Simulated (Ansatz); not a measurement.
A structure relaxed at r2SCAN-D4/def2-TZVP in Ansatz, charge 0, singlet:

| atom | x (Å) | y (Å) | z (Å) |
| --- | --- | --- | --- |
| Ge1 | 0.000 | 0.000 | 0.000 |
| Te2 | -1.396 | -1.504 | -1.099 |
| Te3 | 1.396 | 1.504 | 1.099 |

Question: Give its formula and point group.

Answer: GeTe₂. Point group D∞h (tolerance 0.1 Å).

Question: Summarise the bond lengths by kind (pairs closer than 1.2 times the sum of covalent radii, bridged metal pairs left out).

Answer: 2 × Ge–Te 2.33 Å.

In the def2 sets Te takes a core potential; there is no spin–orbit coupling. Another isomer (singlet) lies 0.25 eV lower at PBE0-D4/def2-TZVP; other spin states weren't run for this one.
